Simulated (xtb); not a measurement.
CClF3, triplet, at the geometry of the source list (a higher spin typed on purpose: for a closed-shell molecule this is an excited state); GFN2-xTB in xtb.

The xtb input:
```
$ xtb mol.xyz --gfn 2 --uhf 2 --grad --json

# file mol.xyz
5

F     -0.57610000    -0.63500000    -1.04370000
C     -0.07440000    -0.00180000     0.00350000
F     -0.57130000     1.22370000     0.02310000
F     -0.47540000    -0.62840000     1.09700000
Cl     1.69720000     0.04150000    -0.08000000
```

Question: Write the output that xtb gives for this input, abridged.

Answer: 
```
   ID    Z sym.   atoms
    1    9 F      1, 3, 4
    2    6 C      2
    3   17 Cl     5

           -------------------------------------------------
          |                Calculation Setup                |
           -------------------------------------------------

           -------------------------------------------------
          |                 G F N 2 - x T B                 |
           -------------------------------------------------

          ...................................................
          :                      SETUP                      :
          :.................................................:
          :  # basis functions                  26          :
          :  # atomic orbitals                  25          :
          :  # shells                           11          :
          :  # electrons                        32          :
          :  max. iterations                   250          :
          :  Hamiltonian                  GFN2-xTB          :
          :  restarted?                      false          :
          :  GBSA solvation                  false          :
          :  PC potential                    false          :
          :  electronic temp.          300.0000000     K    :
          :  accuracy                    1.0000000          :
          :  -> integral cutoff          0.2500000E+02      :
          :  -> integral neglect         0.1000000E-07      :
          :  -> SCF convergence          0.1000000E-05 Eh   :
          :  -> wf. convergence          0.1000000E-03 e    :
          :  Broyden damping             0.4000000          :
          :  net charge                          0          :
          :  unpaired electrons                  2          :
          ...................................................

 iter      E             dE          RMSdq      gap      omega  full diag
   1    -20.6307160 -0.206307E+02  0.581E+00    3.98       0.0  T
   2    -20.6528176 -0.221016E-01  0.333E+00    4.30       1.0  T
   3    -20.6545721 -0.175452E-02  0.152E+00    4.21       1.0  T
   4    -20.6558345 -0.126245E-02  0.508E-01    4.39       1.0  T
   5    -20.6560712 -0.236678E-03  0.304E-01    4.47       1.0  T
   6    -20.6561839 -0.112680E-03  0.802E-02    4.52       1.0  T
   7    -20.6562091 -0.251651E-04  0.251E-02    4.54       1.8  T
   8    -20.6562092 -0.167213E-06  0.263E-03    4.54      17.0  T
   9    -20.6562093 -0.237508E-07  0.828E-04    4.54      54.0  T
[...]
         :: total energy             -20.615100527452 Eh    ::
[...]
        24                          0.1139527               3.1008
        25                          0.1261920               3.4339
      -------------------------------------------------------------
                  HL-Gap            0.1670019 Eh            4.5444 eV
             Fermi-level           -0.3552827 Eh           -9.6677 eV

     #   Z          covCN         q      C6AA      α(0)
     1   9 F        0.816    -0.192    11.148     3.944
     2   6 C        3.241     0.439    19.005     7.067
     3   9 F        0.816    -0.192    11.147     3.944
     4   9 F        0.816    -0.192    11.148     3.944
     5  17 Cl       0.965     0.136    95.197    14.927

 Mol. C6AA /au·bohr⁶  :        572.733729
 Mol. C8AA /au·bohr⁸  :      16114.147076
 Mol. α(0) /au        :         33.826932

Wiberg/Mayer (AO) data.
largest (>0.10) Wiberg bond orders for each atom

 ---------------------------------------------------------------------------
     #   Z sym  total        # sym  WBO       # sym  WBO       # sym  WBO
 ---------------------------------------------------------------------------
     1   9 F    1.096 --     2 C    0.960
     2   6 C    3.601 --     3 F    0.960     4 F    0.960     1 F    0.960
                             5 Cl   0.720
     3   9 F    1.096 --     2 C    0.960
     4   9 F    1.096 --     2 C    0.960
     5  17 Cl   0.862 --     2 C    0.720
 ---------------------------------------------------------------------------

Topologies differ in total number of bonds
Writing topology from bond orders to xtbtopo.mol

molecular dipole:
                 x           y           z       tot (Debye)
 q only:        0.964       0.024      -0.045
   full:        0.224       0.006      -0.010       0.569
molecular quadrupole (traceless):
                xx          xy          yy          xz          yz          zz
 q only:        2.376       0.087      -1.191      -0.168      -0.004      -1.185
  q+dip:       -1.681      -0.062       0.843       0.119       0.003       0.839
   full:       -2.053      -0.075       1.029       0.145       0.004       1.024

           -------------------------------------------------
          | TOTAL ENERGY              -20.615100527452 Eh   |
          | GRADIENT NORM               0.227972650901 Eh/α |
          | HOMO-LUMO GAP               4.544352444063 eV   |
           -------------------------------------------------

normal termination of xtb
```
